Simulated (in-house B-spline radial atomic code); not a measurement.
## RPA and G0W0 on PBE0: Sr2+

Configuration [Ar] 3d10 4s2 4p6, mean-field start PBE0. Computed with a B-spline radial code for spherical atoms: all electrons, scalar-relativistic (spin-free one-electron X2C), finite nucleus, each spin shell either full or empty, empty states to l = 9 with an (l + 1/2)⁻⁴ tail; G0W0 by contour deformation at full frequency.

Command:
```bash
python run_gw.py task.json out
```
Settings (radii: box in bohr, nucleus in fm):
```
Z                        38
electrons                36
configuration            [Ar] 3d10 4s2 4p6
hamiltonian              x2c
method                   pbe0
lmax                     9
rms_radius               4.224
spin_polarised           False
box_radius               17.55
intervals                69
```

Cost of the run: 1.5 s on 1 thread of Intel(R) Xeon(R) 6975P-C, on a shared host.

Energies (hartree):

```csv
term,value
mean-field total,-3178.36525
Hartree-Fock functional on these orbitals,-3176.78447
direct second order,-2.9832
second-order exchange,0.85749
SOSEX correction,0.79715
```

Problem. What is the RPA correlation energy, and what remains with SOSEX?

Solution. RPA gives -2.6297 hartree (-1.99 eV per electron); RPA + SOSEX gives -1.8326, and the second-order doubles -2.1257 hartree (no singles). RPA lacks exchange-type terms and so overcorrelates at short range.

Quasi-particle levels (eV):

| level | occupied | mean field | Σx - vxc | Σc | QP weight | G0W0 |
| --- | --- | --- | --- | --- | --- | --- |
| 4p | yes | -38.46 | -4.45 | ? | ? | ? |
| 3d | yes | -148.23 | -17.28 | 7.47 | 0.850 | -158.04 |
| 5s | no | -12.754 | 2.63 | -0.88 | 0.983 | -11.005 |

G0W0 = mean field + (Σx - vxc) + Σc, with Σc (partial-wave tail included) taken at the quasi-particle energy. Only the outer levels were computed. Levels of low weight are left out.

Problem. Where does G0W0 put 4p?

Solution. At -43.36 eV, with Σc = -0.45 eV and a quasi-particle weight of 0.941. The tabulated removal energy is 42.884 eV (NIST, measured); the calculation leaves out spin-orbit coupling, Breit and QED terms, and what these don't explain is the method's own error.
